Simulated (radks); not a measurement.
Neutral cerium, 58 electrons, occupied as [Xe] 4f1 5d1 6s2. Method: scalar-relativistic Kohn-Sham, PBE, spin-polarised, spherical densities, finite nucleus; open shells are filled with parallel spins first (spin-orbit coupling, left out, can overturn this in heavy ions); Fermi nuclear charge, rms radius 4.8771 fm; computed with a radial shooting solver on a logarithmic mesh with Libxc functionals. Some entries of the table are withheld. Estimate them.

orbital  occ.  eigenvalue (eV)  <r> (bohr)
1s down     1        -40266.40     0.02457
1s up       1        -40266.40     0.02457
2s up       1        -6447.341      0.1052
2s down     1        -6447.313      0.1052
2p up       3        -5774.551     0.09237
2p down     3        -5774.530     0.09236
3s up       1        -1388.410      0.2787
3s down     1        -1388.150      0.2786
3p up       3        -1174.403      0.2767
3p down     3        -1174.143      0.2767
3d up       5        -870.3086      0.2536
3d down     5        -870.0946      0.2536
4s up       1        -281.2359      0.6374
4s down     1        -280.4630      0.6373
4p up       3        -211.3757      0.6748
4p down     3        -210.5966      0.6747
4d up       5        -110.8059      0.7443
4d down     5        -110.0147      0.7442
5s up       1         -40.9051       1.518
5s down     1         -40.1230       1.518
5p up       3         -23.5466         (1)
5p down     3         -22.7703         (2)
4f up       1          -5.7110         (3)
4f down     0          -4.9071         (4)
6s up       1          -3.8983       4.297
6s down     1          -3.5371       4.418
5d up       1          -3.3265       2.908
5d down     0          -2.7038       3.020

Answer. 
(1) 5p up <r> (bohr): 1.759
(2) 5p down <r> (bohr): 1.761
(3) 4f up <r> (bohr): 1.104
(4) 4f down <r> (bohr): 1.107
